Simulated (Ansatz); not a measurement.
Relaxation of ClGaH$_{5}$N (8 atoms, charge 0, multiplicity 1), to a largest force component of 0.03 eV/Å in at most 50 steps.

The calculation used RKS PBE0/def2-SVP in Ansatz.

```xyz
8
Properties=species:S:1:pos:R:3
Ga 0.637 1.464 -0.698
Cl 2.040 -0.248 -0.915
H 0.900 2.341 0.561
H -0.318 1.655 -1.912
H 0.056 -1.415 0.364
N -0.836 -1.033 0.681
H -1.576 -1.570 0.236
H -0.903 -1.193 1.683
```

Where does it end, and by what steps?

It converged. After 7 steps the energy has fallen by 0.846 eV; H8 moved furthest, 0.63 Å. Joined: Ga1–N6 (3.21 → 2.13 Å).

| step | energy less start (eV) | largest force component (eV/Å) | accepted |
| --- | --- | --- | --- |
| 0 | 0.0000 | 0.836 | yes |
| 1 | -0.2124 | 0.531 | yes |
| 2 | -0.5187 | 0.569 | yes |
| 3 | -0.7830 | 0.411 | yes |
| 4 | -0.7831 | 1.014 | yes |
| 5 | -0.8426 | 0.243 | yes |
| 6 | -0.8454 | 0.068 | yes |
| 7 | -0.8460 | 0.029 | yes |

```xyz
8
Properties=species:S:1:pos:R:3
Ga 0.388 0.949 -0.443
Cl 2.167 -0.263 -0.975
H 0.631 1.901 0.781
H -0.550 1.242 -1.666
H 0.118 -1.473 0.348
N -0.569 -0.726 0.470
H -1.436 -1.013 0.017
H -0.749 -0.617 1.468
```

Whether the end is a true minimum wasn't checked by a vibrational analysis.

The run took 9.6 s on 2 threads of Intel(R) Xeon(R) 6975P-C (Granite Rapids), on a shared host, peak memory 0.19 GiB.
